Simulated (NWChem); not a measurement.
The numbers come from NWChem runs, not from measurements. System: F2Sn, charge 1, spin multiplicity 2, at the geometry of a parent with another charge or spin, in a state set for the comparison that need not be this species' ground state. Its SCF solution wasn't tested for a lower state. Level: UMP2/def2-TZVPD with def2 effective core potentials on Sn, 6 core orbitals frozen.

Input file:

```
start mol
memory heap 200 mb stack 900 mb global 1100 mb
charge 1
geometry units angstroms nocenter noautoz
  Sn     0.000000     0.000000    -0.347170
  F      1.475205     0.000000     0.964361
  F     -1.475205     0.000000     0.964361
  symmetry group C2v
end
basis spherical
  * library def2-tzvpd
end
ecp
  Sn library def2-ecp
end
scf
  uhf
  nopen 1
  maxiter 100
  thresh 1e-7
  semidirect memsize 60000000 filesize 0
  # guess.movecs holds the orbitals of an unrestricted PBE0 run
  vectors input guess.movecs output mol.movecs
end
mp2
  freeze core 6
end
task mp2 energy
```

Output (cleaned and shortened):

```
             Northwest Computational Chemistry Package (NWChem) 7.3.0
             --------------------------------------------------------

                                NWChem Input Module
                                -------------------

 Scaling coordinates for geometry "geometry" by  1.889725989
 (inverse scale =  0.529177249)

 Turning off AUTOSYM since
 SYMMETRY directive was detected!

                             Geometry "geometry" -> ""
                             -------------------------

 Output coordinates in angstroms (scale by  1.889725989 to convert to a.u.)

  No.       Tag          Charge          X              Y              Z
 ---- ---------------- ---------- -------------- -------------- --------------
    1 Sn                  50.0000     0.00000000     0.00000000    -0.34717000
    2 F                    9.0000     1.47520500     0.00000000     0.96436100
    3 F                    9.0000    -1.47520500     0.00000000     0.96436100

 Effective nuclear repulsion energy (a.u.)     255.8044540316

            Nuclear Dipole moment (a.u.)
            ----------------------------
        X                 Y               Z
 ---------------- ---------------- ----------------
     0.0000000000     0.0000000000    -0.0000037795

      Symmetry information
      --------------------

 Group name             C2v
 Group number             16
 Group order               4
 No. of unique centers     2

      Symmetry unique atoms

     1    2


 Summary of "ao basis" -> "" (spherical)
 ------------------------------------------------------------------------------
       Tag                 Description            Shells   Functions and Types
 ---------------- ------------------------------  ------  ---------------------
 *                         def2-tzvpd                 on all atoms

 Summary of "ao basis" -> "ao basis" (spherical)
 ------------------------------------------------------------------------------
       Tag                 Description            Shells   Functions and Types
 ---------------- ------------------------------  ------  ---------------------
[...]
  AO/Fock/Back tols     =   1.0D-09  1.0D-09  1.0D-09

 GA uses MA = F    GA memory limited = T

 Available:
  local mem=  1.26D+08
 global mem=  1.44D+08
 local disk=  0.00D+00
  mp2_memr nvloc                   116
  nvloc new                   116
   1 passes of  14:        5242880                     118899                  49499696.
   1 passes of  14: M    126139842           G      144142208           F     120896962.

 Semi-direct pass number   1 of   1  for UHF alpha       at        9.5s
  vrange nnbf                  8959
  mp2_eaftype                   188  avail_ma_in_mb                  1099
 EAF : mp2_eaftype filesize         188   24749848.
  mp2_eaf for mointskh                    188
Node 0 wrote    116.4 Mb in      0.2 s     Agg I/O rate:   574.8 Mb/s
 Done moints_semi at       20.9s
  mp2_eaftype                   188  avail_ma_in_mb                   911
 EAF : mp2_eaftype filesize         188   24749848.
  mp2_eaf for kh                   188
 Done maket at       21.6s
 Done multipass loop at       21.6s

 GA uses MA = F    GA memory limited = T

 Available:
  local mem=  1.26D+08
 global mem=  1.44D+08
 local disk=  0.00D+00
  mp2_memr nvloc                   117
  nvloc new                   117
   1 passes of  13:        5242880                     113751                  46362254.
   1 passes of  13: M    126139842           G      144142208           F     120896962.

 Semi-direct pass number   1 of   1  for UHF beta        at       21.7s
  vrange nnbf                  8959
  mp2_eaftype                   176  avail_ma_in_mb                  1099
 EAF : mp2_eaftype filesize         176   23181127.
  mp2_eaf for mointskh                    176
Node 0 wrote    109.0 Mb in      0.2 s     Agg I/O rate:   639.4 Mb/s
 Done moints_semi at       32.9s
  mp2_eaftype                   176  avail_ma_in_mb                   923
 EAF : mp2_eaftype filesize         176   23181127.
  mp2_eaf for kh                   176
 Done maket at       33.5s
 Done multipass loop at       33.5s

          -------------------------------------------
          SCF energy                -412.013565079785
          Correlation energy          -0.783858316958
          Singlet pairs                0.000000000000
          Triplet pairs                0.000000000000
          Total MP2 energy          -412.797423396743
          -------------------------------------------

          ---------------------------------------------------
                    Spin Component Scaled (SCS) MP2
          Same spin pairs                     -0.233784685461
          Same spin scaling factor             0.333333333333
          Opposite spin pairs                 -0.550073631497
          Opposite spin scaling fact.          1.200000000000
          SCS-MP2 correlation energy          -0.738016586284
          Total SCS-MP2 energy              -412.751581666069
          ---------------------------------------------------

 -----------------------
 Performance information
 -----------------------

 Timer overhead =  1.36D-07 seconds/call

               Nr. of calls         CPU time (s)                 Wall time (s)                GFlops
             ---------------    -------------------     ------------------------------   -------------------
Name         Min   Avg   Max    Min     Avg     Max     Min     Avg     Max   Mx/calls   Min     Max     Sum
mp2: moin     2     2     2    23.     23.     23.      23.     23.     23.     11.      0.0     0.0     0.0
mp2: make     2     2     2    1.4     1.4     1.4      1.4     1.4     1.4    0.69      0.0     0.0     0.0
mp2: tota     1     1     1    24.     24.     24.      24.     24.     24.     24.      0.0     0.0     0.0

 The average no. of pstat calls per process was 5.00D+00
 with a timing overhead of 6.80D-07s

 Task  times  cpu:       33.5s     wall:       33.5s

 Total times  cpu:       33.5s     wall:       33.5s
```
